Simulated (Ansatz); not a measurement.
Calculated with Ansatz (gas phase, PBE0-D4/def2-TZVP geometries, no zero-point term in ΔE). CBS: MP2 limit from def2 TZ/QZ plus the TZ coupled-cluster correction, frozen cores. This one scheme is used for every species. DFT in def2-TZVPP. For Zn outer-core shells are correlated without core-valence functions, which leaves a few kJ/mol of doubt a bond. Scalar relativity is left out up to krypton. Each species was taken in one conformer, which may not be the lowest.

Consider the formal hydrolysis of a C–Zn bond: `O[SiH2][CH2][ZnH]` + H₂O → `OC[SiH2]O` + `[ZnH2]`.

(1) Is it downhill or uphill in electronic energy at CCSD(T)/CBS, and by how much? (Estimate.)

(2) What do these levels give: PBE-D4, PBE0-D4, ωB97X-V, ωB97M-V, B2PLYP, PBE0, MP2/def2-TZVPP, SCS-MP2/def2-TZVPP, CCSD(T)/def2-TZVPP, HF/def2-QZVPP, MP2/CBS(def2), CCSD/CBS(def2)? (Best estimate.)

Largest T1 diagnostic among the species: 0.016.

## Answers

(1) The calculation gave: Uphill: ΔE = +135.1 kJ/mol.

(2) Computed: PBE-D4 118.7, PBE0-D4 123.2, ωB97X-V 116.5, ωB97M-V 122.4, B2PLYP 121.4, PBE0 120.9, MP2/def2-TZVPP 141.6, SCS-MP2/def2-TZVPP 129.5, CCSD(T)/def2-TZVPP 128.8, HF/def2-QZVPP 105.5, MP2/CBS(def2) 147.9, CCSD/CBS(def2) 132.4 kJ/mol.

The D4 term adds +4.4 kJ/mol with B3LYP and +2.4 kJ/mol with PBE0; it sums over pairs of atoms, weighted by their polarisabilities, and B3LYP, whose exchange is more repulsive, gets the larger term. In def2-TZVPP, CCSD(T) changes the Hartree–Fock value by +23.9 kJ/mol (the triples alone add +2.7 kJ/mol) and MP2 by +36.7 kJ/mol.

B3LYP here is the variant with VWN-RPA as its local correlation; programs differ in this.
